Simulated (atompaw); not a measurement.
**Before and after: PAW (atompaw) potential for Br**

| Item | Value |
| --- | --- |
| Element | Br (Z = 35) |
| Generator | atompaw 4.2.0.5 |
| Type | PAW |
| Functional | PBE |
| Relativity | scalar-relativistic |
| Frozen core | [Ar] |
| Valence charge | 17 |
| Reference configuration | 3d10 4s2 4p4 (charge +1) |
| Partial waves | 4s (bound): rc 1.95 bohr; 4s channel at 2.2 Ry: rc 1.95 bohr; 4p (bound): rc 1.95 bohr; 4p channel at 3.2 Ry: rc 1.95 bohr; 3d (bound): rc 1.00 bohr; 3d channel at -0.4 Ry: rc 1.00 bohr |
| Local potential | bessel scheme, radius 1.40 bohr |
| Core correction | smooth core density matched at 1.75 bohr |
| Augmentation charge | besselshape compensation charge, radius 1.95 bohr; PAW radius 1.95 bohr; waves and projectors: modrrkj vanderbiltortho |

All-electron outer shells of the reference configuration (PBE, scalar-relativistic, ld1.x):

```tsv
shell	level (eV)	outermost node (bohr)	outermost maximum (bohr)
3p	-184.71	0.21	0.48
3d	-77.92	–	0.43
4s	-30.40	0.67	1.41
4p	-17.47	0.70	1.62
```

Change: all radii scaled by about 1.06 (s 2.06, p 2.06, d 1.06 bohr); local potential bessel scheme, radius 1.48 bohr; augmentation besselshape compensation charge, radius 2.06 bohr; PAW radius 2.06 bohr; waves and projectors: modrrkj vanderbiltortho; core correction smooth core density matched at 1.84 bohr.

Cutoffs: the cutoffs (Ry, on a coarse ladder) from which the occupation-weighted sum of valence levels, in a spherical-Bessel basis at the reference potential, stays within 10 and 1 mRy of its value at 400 Ry; they do not see the model core or the augmentation charge, which bear on the density cutoff.

**Question.** What does the change do?

**Answer.** The potential gets softer (160 Ry and 260 Ry → 140 Ry and 230 Ry); neither file shows a bound ghost. A larger radius leaves more room for a smooth pseudo-wave, so fewer plane waves are needed.

```csv
quantity,base,changed
"cutoff, loose",160 Ry,140 Ry
"cutoff, tight",260 Ry,230 Ry
loose cutoff by channel (10 mRy a level),"s 6 Ry, p 10 Ry, d 90 Ry","s 6 Ry, p 10 Ry, d 80 Ry"
bound ghosts,none,none
lowest overlap eigenvalue by channel,"s 0.12, p 0.48, d 1.00","s 0.13, p 0.55, d 1.00"
```

 The cutoffs see the waves, projectors and local potential, not the compensation charge or the core.
